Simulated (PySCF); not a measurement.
SnH₂Cl₂, SMILES [SnH2]([Cl])[Cl]. The structure is a stationary point at PBE-D3(BJ)/def2-SVP. The def2 effective core potentials stand for the cores of Sn; spin–orbit coupling is left out.

Computed with PBE-D3(BJ)/def2-SVP (PySCF 2.14.0).

Harmonic wavenumbers (cm⁻¹): 110, 361, 372, 404, 495, 627, 645, 1872, 1899. Rotational constants (GHz): 5.289, 1.934, 1.452; symmetry number 2.

**Question.** Work out the zero-point energy and the ideal-gas rigid-rotor harmonic-oscillator thermochemistry at 298.15 K and 1 atm.

**Answer.** ZPE = ½ Σ hcν = ½ × 6784 cm⁻¹ = 9.70 kcal/mol. H − E(el) = 13.46 kcal/mol. Entropy in cal/(mol K): translation 41.66, rotation 26.10, vibration 7.87, total 75.62. G − E(el) = -9.08 kcal/mol. Cp = 17.65 cal/(mol K). Modes under 150 cm⁻¹ make the vibrational entropy uncertain.
